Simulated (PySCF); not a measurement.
Sn(Cl)(Me)2(OH) (C₂H₇ClOSn), SMILES [CH3][Sn]([OH])([CH3])[Cl].

Coordinates come from a PBE-D3(BJ)/def2-SVP optimisation. The def2 effective core potentials stand for the cores of Sn; spin–orbit coupling is left out. One conformer was computed; it need not be the lowest.

Two levels are set side by side: PBE/def2-TZVP (PySCF) and M06-2X/def2-TZVP (PySCF). Same geometry, gas phase. Differences are taken from unrounded values.

| quantity | M06-2X |
|---|---|
| orbital gap (eV) | 9.56 |
| highest occupied level (eV) | -9.36 |
| lowest empty level (eV) | 0.20 |
| dipole moment (D) | 2.99 |
| mean polarisability (bohr³) | 78.6 |

Problem. What does PBE give, and how far is it from M06-2X? (Estimate from the structure and the level; the computed values follow.)

Solution. 
```tsv
quantity	PBE	PBE minus M06-2X
orbital gap (eV)	4.97	-4.59
highest occupied level (eV)	-6.69	2.67
lowest empty level (eV)	-1.72	-1.92
dipole moment (D)	2.85	-0.14
mean polarisability (bohr³)	83.3	4.8
```

PBE's occupied levels lie high since its potential decays too fast outside the molecule; exact exchange lowers them and widens the gap. PBE's more diffuse valence density responds more strongly to a field. Differences between two approximate levels are no errors against the true value.

Rough cost on one machine, each run with all the roots and properties that it gave: M06-2X against PBE about 3 times.
